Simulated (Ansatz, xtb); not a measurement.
## Two isomers of C4H6F2SSe

Structure I: `FC1(F)CC[Se]CS1`, a singlet. Structure II: `FC1(F)CCSC[Se]1`, a singlet. Both are isolated molecules in the gas phase, relaxed with B3LYP/def2-SVP; the shapes shown needn't be the lowest conformers.

I (Å):

```yaml
atoms:
  - { symbol: C, position_ang: [-1.7318, 0.5721, 0.5236] }
  - { symbol: C, position_ang: [-0.6628, 0.1916, -0.4950] }
  - { symbol: C, position_ang: [-0.4687, -1.3077, -0.6931] }
  - { symbol: C, position_ang: [-0.0269, -0.8978, 2.1809] }
  - { symbol: F, position_ang: [-2.9689, 0.4335, -0.0317] }
  - { symbol: F, position_ang: [-1.5967, 1.8969, 0.8111] }
  - { symbol: S, position_ang: [-1.7765, -0.4261, 2.0706] }
  - { symbol: Se, position_ang: [0.5850, -2.1443, 0.7642] }
  - { symbol: H, position_ang: [0.2819, 0.6783, -0.2096] }
  - { symbol: H, position_ang: [-0.9946, 0.6620, -1.4367] }
  - { symbol: H, position_ang: [0.1027, -1.5036, -1.6107] }
  - { symbol: H, position_ang: [-1.4376, -1.8208, -0.7721] }
  - { symbol: H, position_ang: [0.0830, -1.4271, 3.1372] }
  - { symbol: H, position_ang: [0.6132, -0.0055, 2.2056] }
```

II (Å):

```xyz
14

C    -1.6904    0.6973    0.4468
C    -0.7094    0.0853   -0.5438
C    -0.6486   -1.4402   -0.5148
C     0.1889   -0.8220    2.1088
F    -2.9665    0.5090    0.0064
F    -1.4993    2.0425    0.4802
S     0.3709   -2.1354    0.8543
Se   -1.6186   -0.0617    2.2898
H     0.2844    0.5274   -0.3794
H    -1.0561    0.4301   -1.5333
H    -0.1838   -1.8173   -1.4370
H    -1.6663   -1.8559   -0.4577
H     0.4207   -1.2765    3.0823
H     0.8980   -0.0002    1.9390
```

**Question.** Estimate E(II) − E(I) at the level CCSD(T)/def2-SVP + ΔMP2/def2-TZVPP.

**Answer.** Too close to call at this level: CCSD(T)/def2-SVP + ΔMP2/def2-TZVPP gives E(II) − E(I) = +0.084 eV.

How the difference moves with the method:

| level | geometry | E(II) − E(I) (eV) | departure from the last row (eV) | job, with rough time for the two |
| --- | --- | --- | --- | --- |
| GFN2-xTB | GFN2-xTB | −0.078 | −0.162 | optimisation, 0.14 s |
| HF/STO-3G | GFN2-xTB | +0.108 | +0.024 | single point, 0.44 s |
| r2SCAN-D4/def2-SVP | GFN2-xTB | +0.088 | +0.004 | single point, 2.3 s |
| B3LYP/def2-SVP | B3LYP/def2-SVP | +0.077 | −0.007 | optimisation, 42 s |
| HF/def2-SVP | B3LYP/def2-SVP | +0.112 | +0.028 | part of the CCSD(T) run |
| MP2/def2-SVP | B3LYP/def2-SVP | +0.111 | +0.027 | part of the CCSD(T) run |
| CCSD(T)/def2-SVP | B3LYP/def2-SVP | +0.105 | +0.022 | single point |
| CCSD(T)/def2-SVP + ΔMP2/def2-TZVPP | B3LYP/def2-SVP | +0.084 |  | single point, 73 s |

As drawn, both hold the same kinds of bond in the same numbers.

GFN2-xTB puts the two in the other order. The largest departure from CCSD(T)/def2-SVP + ΔMP2/def2-TZVPP is that of GFN2-xTB, 0.162 eV. The last row adds to CCSD(T) the change of the MP2 difference between the two basis sets, here −0.022 eV.

With thermal terms from frequencies at re-optimised GFN2-xTB minima (ideal gas, soft modes damped towards free rotors, one conformer each, 298.15 K, 1 atm): on the last row, ΔE + ΔZPE = +0.086, ΔH = +0.089, ΔG = +0.085 eV.

The correlated steps freeze 20 core orbitals; the filled d shell of Se is correlated, in a basis made for valence electrons. Programs: Ansatz 0.2.0, xtb 6.7.1; the last row on 4 threads of AMD EPYC 9R45 96-Core Processor (Zen 5) on a shared host.
